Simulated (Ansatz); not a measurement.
A structure relaxed at PBE0-D4/def2-TZVP, charge 0, multiplicity 1:

```json
{"atom": "N1", "x (Å)": "0.834", "y (Å)": "1.557", "z (Å)": "0.272"}
{"atom": "Si2", "x (Å)": "-0.190", "y (Å)": "0.286", "z (Å)": "0.768"}
{"atom": "Si3", "x (Å)": "-0.554", "y (Å)": "-1.164", "z (Å)": "-1.027"}
{"atom": "Cl4", "x (Å)": "0.571", "y (Å)": "-0.886", "z (Å)": "2.313"}
{"atom": "H5", "x (Å)": "1.679", "y (Å)": "1.362", "z (Å)": "-0.241"}
{"atom": "H6", "x (Å)": "0.939", "y (Å)": "2.379", "z (Å)": "0.846"}
{"atom": "H7", "x (Å)": "-1.417", "y (Å)": "0.906", "z (Å)": "1.322"}
{"atom": "H8", "x (Å)": "-1.295", "y (Å)": "-2.369", "z (Å)": "-0.571"}
{"atom": "H9", "x (Å)": "0.763", "y (Å)": "-1.584", "z (Å)": "-1.580"}
{"atom": "H10", "x (Å)": "-1.329", "y (Å)": "-0.487", "z (Å)": "-2.102"}
```

Give its formula and SMILES.

ClH6NSi2, `N[SiH]([SiH3])Cl`.

Summarise the bond lengths by kind.

1 × N–Si 1.706 Å; 2 × H–N 1.008 Å; 1 × Si–Si 2.336 Å; 1 × Cl–Si 2.083 Å; 4 × H–Si 1.482 to 1.489 Å.

Program: Ansatz 0.2.0.
